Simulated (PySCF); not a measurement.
A GIAO shielding run with PySCF (density fitting, non-relativistic, gas phase) on SMILES C=C[Si@@H](NC=O)C(C)C, C$_{6}$H$_{13}$NOSi:

```
{"job": {"kind": "nmr", "xc": "PBE0", "basis": "pcSseg-1"}, "charge": 0, "multiplicity": 1}
C      1.257462    -2.316259     0.665692
C      0.917099    -1.238449     1.356138
Si     0.646131     0.491899     0.650083
N      1.833172     0.627170    -0.649829
C      1.894630     1.788909    -1.315572
O      1.164057     2.717695    -1.076218
C     -1.125894     0.638389    -0.055436
C     -2.168605     0.357092     1.025384
C     -1.337177    -0.297761    -1.246144
H      1.452120    -2.277663    -0.394730
H      1.359806    -3.290265     1.120568
H      0.724705    -1.354943     2.414658
H      0.961393     1.516122     1.646890
H      2.490770    -0.098037    -0.882065
H      2.668602     1.829783    -2.105021
H     -1.272496     1.663247    -0.406539
H     -2.054607     1.043490     1.860711
H     -2.064895    -0.658896     1.401586
H     -3.174810     0.470476     0.624459
H     -2.348256    -0.191774    -1.636659
H     -0.639153    -0.064670    -2.047048
H     -1.194467    -1.336169    -0.951758
```

Hardware: 1 thread of an x86-64 server CPU, shared host. The job also computes population analyses, field gradients.

Question: How large is the calculation?

Answer: 78 electrons, 225 basis functions and 1182 auxiliary functions.

Question: How long does it take?

Answer: 64 s of wall time, with 14 SCF cycles and 5 response iterations. Times on a shared host scatter by some tens of per cent.
